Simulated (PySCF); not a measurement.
## Correlation energy of Ge (germanium, neutral)

[Ar] 3d10 4s1 4p3, high-spin 5S determinant (an excited configuration). Calculation: PySCF 2.14, in def2-TZVPPD (7s5p5d1f, 54 functions); no relativity, point nucleus. Frozen: [Ne]; 22 electrons correlated.

| level | correlation energy (mhartree) |
| --- | --- |
| CCSD | -266.74 |
| (T) | -5.76 |
| CCSD(T) | -272.50 |

Diagnostics: T1 = 0.0066, D1 = 0.0137, largest double amplitude 0.031.

Cost of the coupled-cluster step: about 16 core-seconds, for 22 correlated electrons.

Iterations:

```
CC2 = 0
CCSD nocc = (np.int64(13), np.int64(9)), nmo = (49, 49)
frozen orbitals [[0, 1, 2, 3, 4], [0, 1, 2, 3, 4]]
max_cycle = 100
direct = 0
conv_tol = 1e-08
conv_tol_normt = 1e-06
diis_space = 8
diis_start_cycle = 0
Init t2, MP2 energy = -0.285107393709986
Init E_corr(UCCSD) = -0.285107393710597
cycle = 1  E_corr(UCCSD) = -0.254418853825537  dE = 0.0306885399  norm(t1,t2) = 0.0627589
cycle = 2  E_corr(UCCSD) = -0.268679695604749  dE = -0.0142608418  norm(t1,t2) = 0.0185969
cycle = 3  E_corr(UCCSD) = -0.266339463916064  dE = 0.00234023169  norm(t1,t2) = 0.00726922
cycle = 4  E_corr(UCCSD) = -0.266710465678819  dE = -0.000371001763  norm(t1,t2) = 0.00134245
cycle = 5  E_corr(UCCSD) = -0.266750547412765  dE = -4.00817339e-05  norm(t1,t2) = 0.000162225
cycle = 6  E_corr(UCCSD) = -0.266745107051358  dE = 5.44036141e-06  norm(t1,t2) = 4.57499e-05
cycle = 7  E_corr(UCCSD) = -0.266743928237651  dE = 1.17881371e-06  norm(t1,t2) = 7.07726e-06
cycle = 8  E_corr(UCCSD) = -0.266744317497136  dE = -3.89259485e-07  norm(t1,t2) = 1.46974e-06
cycle = 9  E_corr(UCCSD) = -0.266744384293813  dE = -6.67966766e-08  norm(t1,t2) = 2.73482e-07
cycle = 10  E_corr(UCCSD) = -0.266744376378584  dE = 7.91522931e-09  norm(t1,t2) = 6.55517e-08
UCCSD converged
E(UCCSD) = -2075.470874544114  E_corr = -0.2667443763785837
UCCSD(T) correction = -0.00576196097623451
```

This basis was not built for core-valence correlation, so the inner-shell part is incomplete.
